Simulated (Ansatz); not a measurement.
Species: sum formula SiN₂H₅ (charge 0, doublet). It need not be the lowest isomer of its formula. 
Structure (B3LYP-D3(BJ)/def2-TZVP (Ansatz, an electronic-structure program) minimum search):
SMILES: N[SiH]N
```xyz
8

N      1.3748    -0.3507     0.2895
Si    -0.0161     0.4370    -0.3625
N     -1.3737    -0.4407     0.2172
H      2.2439     0.1525     0.3827
H      1.5329    -1.3328     0.1223
H      0.1277     1.8515     0.1208
H     -2.2637    -0.4337    -0.2503
H     -1.4226    -0.8154     1.1530
```
Charge 0, spin multiplicity 2.

Basis-set convergence of Hartree-Fock and CCSD correlation energies (hartree) with Ansatz. Cores are frozen in the correlated levels unless marked. UHF or UKS for open shells. Spin-orbit coupling is left out. Non-relativistic.

```csv
basis,functions,E(HF),"E(corr, CCSD)"
aug-cc-pV(D+d)Z,123,-400.78261,-0.48914
aug-cc-pV(T+d)Z,262,-400.82880,-0.57501
aug-cc-pV(Q+d)Z,479,-400.83903,-0.60185
```

Extrapolating the two largest sets (X = 3 and 4) as X^-3: E(corr) = (64·(-0.60185) - 27·(-0.57501))/37 = -0.6214 Eh, an estimate of the basis-set limit. The largest set recovers 96.8 % of it, the smallest 78.7 %.
